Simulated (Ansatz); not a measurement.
`[CH3][Ga][I]` radical, relaxed with UKS PBE0-D4/def2-TZVP in Ansatz 0.2.0 from a PBE-D4/def2-SVP geometry. The force threshold is 0.005 eV/Å; the program also tests the step.

Charge 0, multiplicity 2. I: def2 effective core potential.

Start:

```xyz
6

C     0.119    0.531    0.570
Ga   -1.102   -0.702   -0.475
I    -0.008   -2.074   -2.356
H    -0.235    1.574    0.448
H     1.145    0.416    0.171
H     0.081    0.254    1.642
```

```csv
step,energy (eV),largest force (eV/Å),largest move (Å)
1,-61558.4114,0.498,0.000
2,-61558.4308,0.136,0.023
3,-61558.4325,0.016,0.009
4,-61558.4325,0.005,0.002
```

End:

```xyz
6

C     0.118    0.526    0.565
Ga   -1.077   -0.698   -0.476
I    -0.023   -2.064   -2.341
H    -0.232    1.553    0.446
H     1.136    0.426    0.185
H     0.077    0.256    1.621
```

Run time 18 s (4 threads of an Arm Neoverse V1 on a shared host); peak host memory 0.5 GiB.
